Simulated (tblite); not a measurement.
C6H7NOS (charge +1 and doublet state).
Geometry (GFN2-xTB, Å), atoms numbered from 1 in this order:
```xyz
16
C6H7NOS angstrom
C      2.6943    0.8701    0.2438
N      1.9037   -0.1626   -0.3556
C      0.5914   -0.2518   -0.2576
C     -0.2305   -1.2600   -0.8157
C     -1.5582   -1.0706   -0.5200
C     -1.7951    0.0704    0.2612
C     -3.0670    0.5807    0.7685
O     -3.1470    1.5869    1.4185
S     -0.3546    0.9311    0.6352
H      2.6707    0.7913    1.3350
H      3.7250    0.7872   -0.0901
H      2.3066    1.8569   -0.0203
H      2.3907   -0.8878   -0.8734
H      0.1556   -2.0755   -1.4009
H     -2.3515   -1.7205   -0.8453
H     -3.9417   -0.0368    0.5052
```

Computed values, GFN2-xTB/tblite, gas phase, harmonic and unscaled. Against measured fundamentals such values can be off by several per cent, at times by over 20. One conformer, not necessarily the lowest. Open shells enter through the occupations alone, without spin polarisation, and single modes of such species can be off by tens of per cent. The optimisation stopped once no atom felt more than 0.01 eV/Å.

Lowest wavenumbers of the output (negative numbers stand for imaginary wavenumbers):
```
mode    cm-1
  1     -95.3
  2      77.1
  3     108.8
  4     113.7
  5     179.9
  6     194.8
  7     240.9
  8     370.2
  9     391.8
 10     490.8
 11     501.9
 12     580.4
 13     583.4
 14     637.8
 15     688.7
```

Problem. Is this structure a minimum?

Solution. No. 1 mode is imaginary beyond 20i (95i cm⁻¹), so at this level the point lies at or near a first-order saddle.

Problem. Which atoms move in the imaginary mode?

Solution. 95i: H10 (hydrogen on carbon) 36 %, H12 (hydrogen on carbon) 31 %, H11 (hydrogen on carbon) 28 %. These are shares of the mass-weighted motion.

Problem. What is the remedy?

Solution. Step along that mode in both directions, optimise again with tighter thresholds and repeat the frequencies. The zero-point energy of this point (72.2 kcal/mol) counts the 41 real modes alone, and thermal corrections from it aren't those of a minimum.

On one thread, Arm Neoverse V2 (aarch64), on a shared host, this took 0.52 s wall. The figure is for the frequency step alone.
